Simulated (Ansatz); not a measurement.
Reactions of `CS[SiH3]`.

Program: Ansatz. Geometries: PBE0-D4/def2-TZVP. ΔE: electronic, gas phase. CCSD(T)/CBS is the MP2 limit (def2-TZVPP, def2-QZVPP) plus CCSD(T) − MP2 in def2-TZVPP, frozen cores. This one scheme is used for every species. Triplets are unrestricted, without spin–orbit coupling. def2 core potentials past Kr. For Br, Sn outer-core shells are correlated without core-valence functions, which leaves a few kJ/mol of doubt a bond. Scalar relativity is left out up to krypton. One conformer a species, not always the lowest.

Question: Order these by ΔE at CCSD(T)/CBS, lowest first. (Best estimate.)
A. `CS[SiH3]` + `[F][AlH][SH]` → `[F][AlH][S][SiH3]` + CH₃SH
B. `CS[SiH3]` + HBr → `[SiH3]Br` + CH₃SH
C. `CS[SiH3]` → `[CH2]` (triplet) + `[SiH3]S`
D. `CS[SiH3]` + `F[SiH2][BH][SnH3]` → `F[SiH2]B[SiH3]` + `C[S][SnH3]`
E. `CS[SiH3]` → H₂ + `CS[SiH]`
F. `CS[SiH3]` → CH₃SH + `[SiH2]`

Answer: B (-8.7 kcal/mol), A (-1.2 kcal/mol), D (+2.8 kcal/mol), E (+41.4 kcal/mol), F (+69.7 kcal/mol), C (+101.1 kcal/mol).

Largest T1 diagnostic: 0.016, for `CS[SiH]`.
